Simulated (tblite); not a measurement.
Species: C2H8FN3Si.
SMILES with atom numbers: `[H]/[N:1]=[CH:2]\[CH2:3][NH:4][Si@@H:5]([NH2:6])[F:7]` (hydrogens: H8 on N1; H9 on C2; H10, H11 on C3; H12 on N4; H13 on Si5; H14, H15 on N6)

Structure optimised with GFN2-xTB, isolated species.

(1) What internal coordinates does the optimisation give?

## Answers

(1) 
| bond | length (pm) | order |
| --- | --- | --- |
| N1=C2 | 125.1 | double |
| C2–C3 | 150.9 | single |
| C3–N4 | 144.2 | single |
| N4–Si5 | 171.1 | single |
| Si5–N6 | 171.1 | single |
| Si5–F7 | 161.9 | single |
| N1–H8 | 102.2 | single |
| C2–H9 | 108.7 | single |
| C3–H10 | 109.3 | single |
| C3–H11 | 110.1 | single |
| N4–H12 | 100.8 | single |
| Si5–H13 | 145.3 | single |
| N6–H14, N6–H15 | 100.6 | single |

Bonds in one row agree within 1 pm and their mean is given. Orders are formal, as drawn. A selection of angles:
| angle | degrees |
| --- | --- |
| C2–N1–H8 | 113.6 |
| N1–C2–C3 | 127.5 |
| N1–C2–H9 | 117.3 |
| C3–C2–H9 | 115.2 |
| C2–C3–N4 | 111.8 |
| C2–C3–H10 | 108.0 |
| C2–C3–H11 | 108.6 |
| N4–C3–H10 | 108.6 |
| N4–C3–H11 | 112.3 |
| H10–C3–H11 | 107.4 |
| C3–N4–Si5 | 124.8 |
| C3–N4–H12 | 112.1 |
| Si5–N4–H12 | 117.8 |
| N4–Si5–N6 | 105.4 |
| N4–Si5–F7 | 103.5 |
| N4–Si5–H13 | 119.8 |
| N6–Si5–F7 | 115.8 |
| N6–Si5–H13 | 109.0 |
| F7–Si5–H13 | 103.7 |
| Si5–N6–H14 | 118.8 |
| H14–N6–H15 | 110.2 |

Dihedral angles: N1–C2–C3–N4 -9° (synperiplanar); C2–C3–N4–Si5 143° (anticlinal); C3–N4–Si5–N6 -163° (antiperiplanar); H8–N1–C2–C3 -1° (synperiplanar).

Of the pairs four or more bonds apart, those above aside, F7···H10 is among the closest relative to their van der Waals radii: 2.55 Å, 96 % of the sum of Bondi's values. H8 on N1 lies 2.39 Å from N4, 4 bonds away (angle at H 105°; Bondi radii sum to 2.75 Å). N6 (silicon-bound nitrogen) has angles 119.7°, 118.8° and 110.2°, sum 348.7°, 0.23 Å off the plane of its three neighbours. N4 (silicon-bound nitrogen) has angles 124.8°, 117.8° and 112.1°, sum 354.6°, 0.18 Å off the plane of its three neighbours. The C–N distances run from 1.251 Å (N1=C2, drawn double) to 1.442 Å (C3–N4, drawn single), a spread of 0.191 Å. Si5 (fluorine-bound silicon) is distorted tetrahedral (angles from 103.5° to 119.8°).

Point group: C1 (no symmetry element, even within 0.4 Å). Its GFN2-xTB frequencies are all real (lowest 40 cm⁻¹). One conformer, not necessarily the lowest (N1–C2–C3–N4 -9°, C2–C3–N4–Si5 143°, C3–N4–Si5–N6 -163°, N4–Si5–N6–H -174° and 46°). 3 starts were optimised and ended at 0.00, 0.25 and 0.86 kcal/mol (GFN2-xTB); the lowest of these is shown.

These are computed values.
